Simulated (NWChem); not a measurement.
System: CH$_{5}$ClSi; SMILES C[SiH2]Cl

NWChem input:

```
start job
memory heap 200 mb stack 900 mb global 1100 mb
geometry units angstroms noautosym nocenter noautoz
  Si     0.604023     0.444835     0.000000
  C     -0.738820     1.756424     0.000000
  Cl    -0.271268    -1.452805     0.000000
  H      1.467154     0.551957    -1.224771
  H      1.467154     0.551957     1.224771
  H     -1.380565     1.661423     0.898380
  H     -0.282690     2.768091     0.000000
  H     -1.380565     1.661423    -0.898380
end
basis spherical
  Si library 6-31g*
  C library 6-31g*
  Cl library 6-31g*
  H library 6-31g*
end
dft
  xc pbe0
  iterations 150
end
cosmo
  do_cosmo_smd true
  solvent dmf
end
task dft energy
```

Structure relaxed at the PBE-D3(BJ)/def2-SVP level. Solvent: N,N-dimethylformamide.

Level: PBE0/6-31G* with SMD (1 M gas to 1 M solution), gas-phase geometry. Reactions with the solvent are ignored.

### Question
Give the results of this calculation. (PBE0/6-31G* (spherical d), SMD on the gas-phase geometry.) Quantities: solvation free energy (kcal/mol); cavity-dispersion-structure term (kcal/mol); dipole in solution (D).

### Answer
* **solvation free energy (kcal/mol)**: -2.5
* **cavity-dispersion-structure term (kcal/mol)**: -0.1
* **dipole in solution (D)**: 2.92
